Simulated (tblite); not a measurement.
Record of a relaxation.

Compound: C₃H₁₁PSi₂ (charge +1 and doublet state).
SMILES with atom numbers: `[CH2:1]=[CH:2][CH2:3][Si@H:4]([SiH3:5])[PH2+:6]` (hydrogens: H7, H8 on C1; H9 on C2; H10, H11 on C3; H12 on Si4; H13, H14, H15 on Si5; H16, H17 on P6)
Bond orders are those of one Lewis drawing.

Computed with GFN2-xTB (tblite), gas phase: L-BFGS steps from a force-field or distance-geometry start until the largest atomic force falls under 0.01 eV/Å. 12 of its 101 geometries are shown.

Step 0: E = -475.6651 eV, largest atomic force 2.600 eV/Å
```
atom  x, y, z in Å  |  force x, y, z in eV/Å
C1      2.628   -0.288   -0.822    0.165   0.796   0.379
C2      1.968    0.003    0.306    0.797  -0.534  -0.704
C3      0.774   -0.804    0.626   -0.330  -0.200  -0.006
Si4    -0.690    0.400    0.736    0.585   1.007   1.145
Si5    -2.476   -0.846    0.181   -1.780  -1.700  -0.837
P6     -0.426    2.032   -0.721    0.348   0.798  -0.517
H7      3.511    0.316   -1.038   -0.283  -0.602  -0.282
H8      2.282   -1.069   -1.497    0.387   0.392   0.155
H9      2.357    0.783    0.957   -0.394  -0.342   0.010
H10     0.832   -1.338    1.587    0.166   0.008  -0.453
H11     0.586   -1.489   -0.232    0.262   0.069   0.811
H12    -0.833    0.918    2.112    0.165   0.141  -0.192
H13    -3.186   -0.151   -0.896   -0.032   0.050   0.100
H14    -2.013   -2.145   -0.372   -0.012   0.343   0.156
H15    -3.309   -1.107    1.352    0.086   0.160  -0.015
H16    -1.078    3.260   -0.309   -0.017  -1.080  -0.649
H17    -0.936    1.537   -1.980   -0.113   0.697   0.900
```

Step 9: E = -476.3447 eV, largest atomic force 0.199 eV/Å
```
atom  x, y, z in Å  |  force x, y, z in eV/Å
C1      2.664   -0.257   -0.834   -0.076   0.080   0.020
C2      1.989   -0.021    0.286    0.019  -0.164   0.040
C3      0.762   -0.796    0.634   -0.018   0.083  -0.006
Si4    -0.679    0.483    0.766    0.131   0.062  -0.136
Si5    -2.613   -0.955    0.116   -0.053   0.026  -0.012
P6     -0.243    2.108   -0.753   -0.009  -0.049   0.063
H7      3.559    0.281   -1.093    0.029  -0.032   0.061
H8      2.343   -1.020   -1.528    0.050   0.082  -0.001
H9      2.316    0.729    0.998   -0.035  -0.129  -0.113
H10     0.873   -1.332    1.580    0.043   0.107  -0.071
H11     0.577   -1.530   -0.155    0.014  -0.009   0.129
H12    -0.804    0.985    2.142    0.033   0.046  -0.065
H13    -3.250   -0.136   -0.916   -0.029  -0.097   0.084
H14    -2.002   -2.185   -0.386   -0.073   0.058   0.022
H15    -3.342   -1.093    1.375    0.039   0.021  -0.134
H16    -1.158    3.094   -0.412   -0.085  -0.049   0.086
H17    -1.000    1.657   -1.831    0.020  -0.036   0.032
```

Step 18: E = -476.3820 eV, largest atomic force 0.109 eV/Å
```
atom  x, y, z in Å  |  force x, y, z in eV/Å
C1      2.675   -0.248   -0.853    0.012  -0.022   0.047
C2      2.000   -0.057    0.275   -0.050   0.014   0.028
C3      0.766   -0.802    0.635   -0.011  -0.014   0.016
Si4    -0.649    0.510    0.723    0.044  -0.079  -0.046
Si5    -2.621   -0.943    0.102   -0.055   0.000   0.002
P6     -0.240    2.152   -0.757   -0.006  -0.067   0.086
H7      3.595    0.276   -1.046   -0.011  -0.016  -0.045
H8      2.363   -0.975   -1.585    0.022   0.054  -0.006
H9      2.331    0.675    1.000    0.058  -0.043  -0.009
H10     0.883   -1.273    1.611   -0.025   0.016   0.004
H11     0.569   -1.584   -0.100    0.036   0.013   0.022
H12    -0.772    1.032    2.089    0.014   0.016  -0.005
H13    -3.314   -0.156   -0.915    0.033  -0.018   0.027
H14    -2.030   -2.184   -0.392   -0.017   0.055   0.004
H15    -3.351   -1.075    1.357    0.049   0.027  -0.027
H16    -1.232    3.031   -0.342   -0.075   0.001  -0.046
H17    -0.982    1.633   -1.812   -0.018   0.063  -0.053
```

Step 27: E = -476.3979 eV, largest atomic force 0.085 eV/Å
```
atom  x, y, z in Å  |  force x, y, z in eV/Å
C1      2.685   -0.246   -0.854    0.010  -0.004   0.013
C2      2.024   -0.086    0.288   -0.028   0.028   0.003
C3      0.783   -0.819    0.650   -0.002  -0.013   0.006
Si4    -0.658    0.467    0.699    0.079   0.017  -0.026
Si5    -2.637   -0.924    0.096   -0.018  -0.014  -0.009
P6     -0.293    2.158   -0.732    0.036   0.022   0.007
H7      3.611    0.271   -1.037   -0.002   0.011  -0.006
H8      2.366   -0.927   -1.625   -0.056  -0.006   0.034
H9      2.389    0.617    1.024   -0.001  -0.027   0.030
H10     0.874   -1.248    1.648    0.048  -0.033  -0.017
H11     0.603   -1.627   -0.059    0.006   0.013   0.008
H12    -0.735    1.061    2.039    0.007  -0.011   0.032
H13    -3.341   -0.152   -0.923    0.010  -0.006   0.035
H14    -2.050   -2.163   -0.406   -0.032   0.007   0.005
H15    -3.333   -1.037    1.372    0.016   0.009  -0.042
H16    -1.335    2.985   -0.339   -0.061   0.022  -0.001
H17    -0.959    1.682   -1.851   -0.013  -0.018  -0.073
```

Step 36: E = -476.4055 eV, largest atomic force 0.054 eV/Å
```
atom  x, y, z in Å  |  force x, y, z in eV/Å
C1      2.683   -0.239   -0.846    0.009   0.004  -0.018
C2      2.042   -0.097    0.308    0.006   0.002   0.007
C3      0.801   -0.834    0.663   -0.010   0.010   0.005
Si4    -0.632    0.463    0.682    0.000  -0.009  -0.002
Si5    -2.636   -0.912    0.090   -0.005  -0.009  -0.004
P6     -0.329    2.184   -0.738    0.048  -0.007   0.024
H7      3.610    0.269   -1.041    0.008   0.017   0.001
H8      2.332   -0.901   -1.620   -0.026  -0.006  -0.007
H9      2.422    0.575    1.064    0.005   0.004   0.007
H10     0.901   -1.262    1.660   -0.041  -0.012  -0.002
H11     0.624   -1.645   -0.044    0.005   0.027  -0.006
H12    -0.704    1.061    2.023    0.011   0.000  -0.001
H13    -3.356   -0.137   -0.916    0.025   0.007   0.018
H14    -2.081   -2.163   -0.418   -0.013   0.016   0.006
H15    -3.321   -1.010    1.372    0.017   0.003  -0.017
H16    -1.423    2.950   -0.356   -0.037   0.000   0.001
H17    -0.938    1.710   -1.893   -0.002  -0.048  -0.013
```

Step 45: E = -476.4094 eV, largest atomic force 0.045 eV/Å
```
atom  x, y, z in Å  |  force x, y, z in eV/Å
C1      2.676   -0.227   -0.842   -0.013   0.014   0.000
C2      2.053   -0.102    0.325    0.002  -0.017   0.022
C3      0.807   -0.834    0.667   -0.021  -0.019  -0.015
Si4    -0.618    0.467    0.676   -0.007  -0.013   0.029
Si5    -2.630   -0.903    0.087   -0.005  -0.001   0.003
P6     -0.344    2.195   -0.736    0.029   0.000   0.009
H7      3.604    0.277   -1.047   -0.007  -0.004   0.009
H8      2.296   -0.872   -1.617    0.014   0.014  -0.024
H9      2.450    0.549    1.091   -0.001   0.010   0.014
H10     0.875   -1.279    1.660    0.040   0.017  -0.004
H11     0.639   -1.633   -0.054   -0.028  -0.018  -0.027
H12    -0.674    1.063    2.017   -0.008   0.012   0.024
H13    -3.341   -0.104   -0.906    0.019  -0.005   0.008
H14    -2.105   -2.164   -0.429   -0.001   0.031   0.004
H15    -3.304   -0.993    1.374    0.006  -0.001  -0.004
H16    -1.488    2.900   -0.382   -0.020   0.010  -0.012
H17    -0.905    1.673   -1.894    0.002  -0.029  -0.035
```

Step 55: E = -476.4170 eV, largest atomic force 0.081 eV/Å
```
atom  x, y, z in Å  |  force x, y, z in eV/Å
C1      2.655   -0.189   -0.843    0.002   0.033   0.005
C2      2.048   -0.116    0.336   -0.001  -0.003   0.006
C3      0.796   -0.845    0.662   -0.025  -0.007  -0.013
Si4    -0.605    0.477    0.726   -0.016  -0.001   0.014
Si5    -2.615   -0.869    0.105   -0.008  -0.006  -0.008
P6     -0.365    2.171   -0.733    0.042   0.020   0.011
H7      3.590    0.307   -1.030    0.011   0.024   0.013
H8      2.260   -0.780   -1.653   -0.014  -0.015  -0.004
H9      2.454    0.487    1.134    0.074   0.032  -0.001
H10     0.882   -1.325    1.636   -0.009  -0.019  -0.004
H11     0.602   -1.608   -0.089   -0.007  -0.046  -0.008
H12    -0.642    1.086    2.061    0.008  -0.007   0.002
H13    -3.281   -0.034   -0.888   -0.038  -0.004   0.026
H14    -2.121   -2.127   -0.447    0.012   0.011   0.018
H15    -3.283   -0.976    1.394   -0.024   0.002  -0.019
H16    -1.576    2.807   -0.487   -0.005  -0.006  -0.021
H17    -0.807    1.547   -1.894   -0.001  -0.008  -0.018
```

Step 64: E = -476.4212 eV, largest atomic force 0.073 eV/Å
```
atom  x, y, z in Å  |  force x, y, z in eV/Å
C1      2.643   -0.156   -0.843   -0.005   0.010  -0.001
C2      2.054   -0.131    0.346    0.018   0.010   0.003
C3      0.797   -0.857    0.663   -0.036   0.008   0.001
Si4    -0.593    0.476    0.747   -0.025   0.016   0.021
Si5    -2.619   -0.845    0.114   -0.024  -0.009   0.003
P6     -0.377    2.159   -0.734   -0.019   0.032   0.010
H7      3.581    0.342   -1.011    0.020   0.017  -0.031
H8      2.236   -0.708   -1.672   -0.011  -0.021  -0.033
H9      2.492    0.441    1.150   -0.013  -0.005   0.066
H10     0.877   -1.362    1.624    0.013   0.008   0.022
H11     0.587   -1.606   -0.100    0.032  -0.010  -0.033
H12    -0.609    1.093    2.082    0.006  -0.022  -0.037
H13    -3.297    0.004   -0.860   -0.011  -0.020   0.014
H14    -2.119   -2.097   -0.446   -0.007   0.031   0.013
H15    -3.299   -0.962    1.396   -0.008  -0.005  -0.004
H16    -1.634    2.736   -0.568    0.063  -0.035  -0.013
H17    -0.729    1.484   -1.899    0.008  -0.004  -0.001
```

Step 73: E = -476.4252 eV, largest atomic force 0.045 eV/Å
```
atom  x, y, z in Å  |  force x, y, z in eV/Å
C1      2.629   -0.115   -0.840    0.012  -0.001  -0.009
C2      2.056   -0.133    0.358    0.005  -0.007   0.002
C3      0.796   -0.862    0.654   -0.012  -0.009   0.000
Si4    -0.591    0.473    0.761    0.010  -0.001   0.011
Si5    -2.640   -0.821    0.136   -0.018  -0.010   0.005
P6     -0.366    2.138   -0.739    0.029   0.010   0.033
H7      3.566    0.384   -1.014    0.015   0.014   0.022
H8      2.210   -0.641   -1.682   -0.034   0.006  -0.018
H9      2.505    0.394    1.187    0.002   0.031   0.011
H10     0.874   -1.387    1.605    0.002  -0.004   0.004
H11     0.594   -1.593   -0.129   -0.008  -0.007  -0.007
H12    -0.580    1.083    2.097   -0.009  -0.005  -0.028
H13    -3.332    0.028   -0.828    0.002  -0.005   0.002
H14    -2.112   -2.056   -0.435   -0.018  -0.004  -0.003
H15    -3.335   -0.964    1.406    0.013   0.000   0.014
H16    -1.648    2.671   -0.651    0.015  -0.007  -0.012
H17    -0.633    1.415   -1.896   -0.006  -0.001  -0.028
```

Step 82: E = -476.4280 eV, largest atomic force 0.063 eV/Å
```
atom  x, y, z in Å  |  force x, y, z in eV/Å
C1      2.614   -0.083   -0.836    0.012   0.028   0.010
C2      2.053   -0.128    0.366   -0.005  -0.032  -0.018
C3      0.798   -0.873    0.647   -0.060  -0.010   0.018
Si4    -0.589    0.461    0.753   -0.018  -0.014   0.053
Si5    -2.664   -0.818    0.158    0.016  -0.001  -0.002
P6     -0.333    2.118   -0.744    0.003   0.032  -0.010
H7      3.554    0.412   -0.997    0.034   0.040  -0.034
H8      2.178   -0.577   -1.690    0.014  -0.007   0.010
H9      2.505    0.384    1.204    0.002  -0.016  -0.003
H10     0.875   -1.412    1.591   -0.005   0.005   0.016
H11     0.605   -1.594   -0.147   -0.005   0.006   0.001
H12    -0.583    1.077    2.087   -0.006  -0.016  -0.036
H13    -3.358    0.033   -0.802   -0.006   0.010   0.017
H14    -2.146   -2.048   -0.431   -0.010  -0.031   0.000
H15    -3.337   -0.966    1.440    0.014   0.008  -0.002
H16    -1.623    2.637   -0.702    0.019   0.002  -0.005
H17    -0.556    1.390   -1.908    0.001  -0.004  -0.015
```

Step 91: E = -476.4315 eV, largest atomic force 0.036 eV/Å
```
atom  x, y, z in Å  |  force x, y, z in eV/Å
C1      2.599   -0.032   -0.830   -0.013   0.000   0.013
C2      2.047   -0.134    0.374    0.013  -0.008  -0.014
C3      0.795   -0.889    0.640   -0.017  -0.005   0.004
Si4    -0.593    0.443    0.741    0.008   0.000   0.008
Si5    -2.680   -0.825    0.177   -0.002   0.005   0.008
P6     -0.292    2.095   -0.756   -0.022   0.020  -0.021
H7      3.534    0.476   -0.982    0.001   0.018   0.002
H8      2.159   -0.495   -1.698    0.011  -0.009  -0.007
H9      2.504    0.345    1.228    0.009  -0.001   0.011
H10     0.868   -1.433    1.581   -0.010  -0.003  -0.016
H11     0.607   -1.602   -0.163   -0.005  -0.002   0.017
H12    -0.595    1.071    2.070   -0.001  -0.018  -0.022
H13    -3.394    0.049   -0.747    0.007  -0.002  -0.003
H14    -2.214   -2.070   -0.424    0.003   0.004  -0.001
H15    -3.313   -0.956    1.480    0.005  -0.006   0.012
H16    -1.586    2.603   -0.769    0.021   0.002  -0.016
H17    -0.453    1.367   -1.931   -0.008   0.005   0.024
```

Step 100: E = -476.4323 eV, largest atomic force 0.009 eV/Å
```
atom  x, y, z in Å  |  force x, y, z in eV/Å
C1      2.594   -0.018   -0.827    0.001   0.003   0.003
C2      2.045   -0.139    0.377   -0.001  -0.002  -0.003
C3      0.792   -0.896    0.636   -0.003  -0.004  -0.002
Si4    -0.591    0.443    0.733    0.001   0.003  -0.001
Si5    -2.685   -0.825    0.188    0.005   0.002   0.001
P6     -0.282    2.095   -0.762   -0.004   0.000  -0.003
H7      3.523    0.504   -0.973    0.008  -0.004   0.000
H8      2.159   -0.476   -1.701    0.000   0.004   0.000
H9      2.505    0.329    1.235   -0.007   0.002   0.005
H10     0.860   -1.442    1.576   -0.009   0.000  -0.003
H11     0.605   -1.607   -0.168   -0.001  -0.002   0.000
H12    -0.598    1.062    2.063    0.003  -0.001   0.001
H13    -3.398    0.053   -0.733   -0.002   0.000   0.006
H14    -2.228   -2.069   -0.420    0.006   0.000   0.002
H15    -3.303   -0.958    1.499    0.003   0.000  -0.001
H16    -1.576    2.602   -0.801    0.004  -0.002  -0.001
H17    -0.428    1.354   -1.931   -0.004   0.003  -0.005
```

**Question.** Summarise the path.

**Answer.** The energy falls by 17.69 kcal/mol from step 0 to step 100; nine tenths of that is first reached at step 11. It falls at every step. The largest force goes from 2.600 to 0.009 eV/Å. Among the bonds Si4–Si5 changes most, from 2.247 to 2.507 Å; the atoms move by 0.382 Å rms after alignment.

**Question.** Follow the three bonds and two angles with the largest change from start to end.

**Answer.** 
```csv
step,E above end (kcal/mol),largest force (eV/Å),Si4–Si5 (Å),P6–H16 (Å),P6–H17 (Å),H16–P6–H17 (°),Si4–P6–H16 (°)
0,17.69,2.600,2.247,1.451,1.445,112.3,112.7
4,4.27,0.838,2.516,1.375,1.381,101.4,106.7
9,2.02,0.199,2.496,1.387,1.393,93.6,102.6
13,1.55,0.131,2.500,1.387,1.390,92.2,100.7
17,1.21,0.132,2.519,1.390,1.393,94.4,98.2
22,1.01,0.122,2.535,1.392,1.394,94.5,98.0
26,0.82,0.078,2.497,1.387,1.388,94.2,98.6
30,0.72,0.128,2.491,1.390,1.392,94.0,98.3
35,0.63,0.049,2.501,1.389,1.389,94.1,98.3
39,0.59,0.053,2.504,1.390,1.393,94.0,97.8
43,0.55,0.053,2.504,1.391,1.390,94.2,97.8
48,0.49,0.072,2.504,1.389,1.393,93.8,97.1
52,0.42,0.084,2.499,1.394,1.390,94.4,97.6
57,0.34,0.054,2.498,1.391,1.393,93.9,97.6
61,0.29,0.049,2.499,1.390,1.390,93.9,98.0
65,0.24,0.070,2.502,1.393,1.392,94.0,98.4
70,0.18,0.050,2.507,1.390,1.392,93.9,98.6
74,0.16,0.035,2.502,1.391,1.391,94.3,98.6
78,0.14,0.033,2.507,1.390,1.392,94.0,98.7
83,0.09,0.062,2.508,1.390,1.391,94.1,98.5
87,0.05,0.067,2.503,1.389,1.392,94.0,98.5
91,0.02,0.036,2.506,1.391,1.392,94.3,98.6
96,0.01,0.024,2.506,1.388,1.391,94.2,99.0
100,0.00,0.009,2.507,1.390,1.391,94.2,99.1
```

What follows is the cost of the whole relaxation. Hardware: one thread, Arm Neoverse V2 (aarch64), shared host. Cost: 0.75 s of wall time.
